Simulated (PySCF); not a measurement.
PySCF 2.14 output of an unrestricted CAM-B3LYP calculation on a single atom or ion in aug-cc-pVQZ-DK (7s6p4d3f2g, 84 functions), with scalar relativity by spin-free X2C-1e:

```
SCF conv_tol = 1e-09
number electrons alpha = 6  beta = 5
    T. Yanai, D. P. Tew, and N. C. Handy.,  Chem. Phys. Lett. 393, 51 (2004)
cycle= 1 E= -241.658575593061  delta_E= -0.00522  |g|= 0.0176  |ddm|= 15.1
cycle= 2 E= -241.658697367286  delta_E= -0.000122  |g|= 0.00434  |ddm|= 0.414
cycle= 3 E= -241.658702854085  delta_E= -5.49e-06  |g|= 0.000511  |ddm|= 0.0179
cycle= 4 E= -241.658703287739  delta_E= -4.34e-07  |g|= 2.01e-05  |ddm|= 0.0109
cycle= 5 E= -241.658703288533  delta_E= -7.94e-10  |g|= 2.05e-06  |ddm|= 0.00025
converged SCF energy = -241.658703288533  <S^2> = 0.75000377  2S+1 = 2.0000038
```

The run itself started from symmetry-adapted Hartree-Fock orbitals and held the occupation by maximum overlap, on a logarithmic radial grid, so the iterations belong to that start.

Question: Which element, charge and spin multiplicity is this?

Answer: Al²⁺ (aluminium, charge +2), multiplicity 2; the state was [Ne] 3p1, 2P determinant (an excited configuration).
